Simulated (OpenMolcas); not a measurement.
**Ne4+: input and output**

Input:

```
&GATEWAY
Coord
1

Ne 0.0 0.0 0.0
Basis=ANO-RCC-VQZP
Group=XYZ
NoMove
AngMom=0.0 0.0 0.0
AMFI
&SEWARD
* reference wave functions (RASSCF and RASSI steps not shown): 2 electrons in 9 orbitals (RAS2 2p; RAS3 3s 3d, at most 1 electron)
>>> COPY JOB001 $Project.JobIph
&CASPT2
Multistate=3 1 2 3
Frozen=0 0
IPEA=0.25
Imaginary=0.1
MaxIter=60
WThr=0.0 0.3 0.05
PrWF=0.5
NoMix
>>> COPY JOB002 $Project.JobIph
&CASPT2
Multistate=6 1 2 3 4 5 6
Frozen=0 0
IPEA=0.25
Imaginary=0.1
MaxIter=60
WThr=0.0 0.3 0.05
PrWF=0.5
NoMix
```

Output, cut to the results:

```
--- CASPT2 ---
Orbital specifications:
      -----------------------

      Symmetry species                           1   2
                                                ag  au
      Frozen orbitals                            0   0
      Inactive orbitals                          2   0
      Active orbitals                            6   3
      Secondary orbitals                        21  23
      Deleted orbitals                           0   0
      Number of basis functions                 29  26
Type of calculation                        MS-CASPT2
      Fock operator                              state-specific
      IPEA shift                                 0.25
      Real shift                                 0.00
      Imaginary shift                            0.10
      The input orbitals will be transformed to quasi-canonical
Reference energy:        -120.6811923204
      E2 (Non-variational):      -0.1154432032
      Shift correction:          -0.0000230098
      E2 (Variational):          -0.1154662130
      Total energy:            -120.7966585334
      Residual norm:              0.0000002531
      Reference weight:           0.98724
      Contributions to the CASPT2 correlation energy
      Active & Virtual Only:         -0.0060765206
      One Inactive Excited:          -0.0703630524
      Two Inactive Excited:          -0.0390036302
Reference energy:        -120.6811923204
      E2 (Non-variational):      -0.1154432032
      Shift correction:          -0.0000230098
      E2 (Variational):          -0.1154662130
      Total energy:            -120.7966585334
      Residual norm:              0.0000002531
      Reference weight:           0.98724
      Contributions to the CASPT2 correlation energy
      Active & Virtual Only:         -0.0060765206
      One Inactive Excited:          -0.0703630524
      Two Inactive Excited:          -0.0390036302
::    CASPT2 Root  1     Total energy:   -120.79665853
::    CASPT2 Root  2     Total energy:   -120.79665853
::    CASPT2 Root  3     Total energy:   -120.79665853
::    MS-CASPT2 Root  1     Total energy:   -120.79665853
::    MS-CASPT2 Root  2     Total energy:   -120.79665853
::    MS-CASPT2 Root  3     Total energy:   -120.79665853
--- CASPT2 ---
Orbital specifications:
      -----------------------

      Symmetry species                           1   2
                                                ag  au
      Frozen orbitals                            0   0
      Inactive orbitals                          2   0
      Active orbitals                            6   3
      Secondary orbitals                        21  23
      Deleted orbitals                           0   0
      Number of basis functions                 29  26
Type of calculation                        MS-CASPT2
      Fock operator                              state-specific
      IPEA shift                                 0.25
      Real shift                                 0.00
      Imaginary shift                            0.10
      The input orbitals will be transformed to quasi-canonical
Reference energy:        -120.5345626596
      E2 (Non-variational):      -0.1259028777
      Shift correction:          -0.0000240399
      E2 (Variational):          -0.1259269177
      Total energy:            -120.6604895772
      Residual norm:              0.0000002468
      Reference weight:           0.98635
      Contributions to the CASPT2 correlation energy
      Active & Virtual Only:         -0.0159563614
      One Inactive Excited:          -0.0708158719
      Two Inactive Excited:          -0.0391306444
Reference energy:        -120.5345626596
      E2 (Non-variational):      -0.1258008908
      Shift correction:          -0.0000241396
      E2 (Variational):          -0.1258250304
      Total energy:            -120.6603876899
      Residual norm:              0.0000002451
      Reference weight:           0.98635
      Contributions to the CASPT2 correlation energy
      Active & Virtual Only:         -0.0159564985
      One Inactive Excited:          -0.0708126751
      Two Inactive Excited:          -0.0390317173
::    CASPT2 Root  1     Total energy:   -120.66048958
::    CASPT2 Root  2     Total energy:   -120.66038769
::    CASPT2 Root  3     Total energy:   -120.66027858
::    CASPT2 Root  4     Total energy:   -120.66022658
::    CASPT2 Root  5     Total energy:   -120.66016866
::    CASPT2 Root  6     Total energy:   -120.47681295
::    MS-CASPT2 Root  1     Total energy:   -120.66080061
::    MS-CASPT2 Root  2     Total energy:   -120.66068651
::    MS-CASPT2 Root  3     Total energy:   -120.66040784
::    MS-CASPT2 Root  4     Total energy:   -120.65997399
::    MS-CASPT2 Root  5     Total energy:   -120.65984516
::    MS-CASPT2 Root  6     Total energy:   -120.47664994
```

Levels above the lowest, from the spin-orbit matrix with the single-state CASPT2 energies, averaged by term, on its diagonal:

```
Configuration  Term  J  E (cm-1)  Measured (cm-1)      g  Term weight %
      2s2 2p2    3P  0       0.0              0.0                   100
      2s2 2p2    3P  1       404              412  1.501            100
      2s2 2p2    3P  2      1168             1110  1.501            100
      2s2 2p2    1D  2     30730            30292  1.000            100
      2s2 2p2    1S  0     71010            63914                   100
```

Against the 4 measured excited levels shown (NIST levels in Podobedova, Fuhr, Reader and Wiese, J. Phys. Chem. Ref. Data 33, 525 (2004)) the mean absolute deviation is 1900 cm-1; the largest miss in energy is 2s2 2p2 1S0: computed 71010, measured 63914 cm-1 (+11.1 %).

Term energies are means over components that CASPT2 splits; among the terms shown or strongly mixed into the levels shown the widest spread is 70 cm-1 (2s2 2p2 1D). With the s shell closed, the reference lacks s² → p² mixing. Computed and measured levels are paired by configuration, term and J; levels that our copy of the source lacks, or whose pairing is in doubt (as where it misses far off the trend of its configuration), stay unpaired and out of the deviations. Levels of configurations outside the active space are missing. The first state left out of the spin-orbit step lies near 600000 cm-1 above the lowest spin-free state of the reference (among the parities and spins computed), and the list stops at four fifths of that energy or lower.

The term weight is that of the spin-free term in the level, not the purity of its configuration.
